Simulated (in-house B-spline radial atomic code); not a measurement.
# Solving the quasi-particle equation for 5d up of Au VII (Au6+)

Configuration [Xe] 4f14 5d5, highest spin, start PBE; correlation leaves out the 3 deepest shells. Computed with a B-spline radial code for spherical atoms: all electrons, scalar-relativistic (spin-free one-electron X2C), finite nucleus, each spin shell either full or empty, empty states to l = 9 with an (l + 1/2)⁻⁴ tail; G0W0 by contour deformation at full frequency.

At the mean-field level ε = -88.127 eV the matrix elements are Σx = -40.578 eV, v_xc = -31.871 eV and Σc(ε) = -0.637 eV, and the slope of the correlation self-energy is dΣc/dω = -0.0337. The quasi-particle energy solves E = ε + Σx − v_xc + Σc(E).

Task: What does the linearised equation give?

Result: Z = 1/(1 − dΣc/dω) = 1/1.0337 = 0.9674. The first-order shift is Σx − v_xc + Σc(ε) = -40.578 − (-31.871) + (-0.637) = -9.344 eV, so E ≈ ε + Z × shift = -88.127 + 0.9674 × (-9.344) = -97.166 eV.

Task: How does that compare with the full solution and with static screening?

Result: Solving the equation at full frequency dependence gives E = -97.140 eV, where Σc = -0.306 eV and the weight is 0.960; the linearised value is off by 26 meV. Leaving Z out would give -97.471 eV. Static COHSEX puts -3.103 eV in place of Σc and gives -99.937 eV, 2.80 eV deeper.
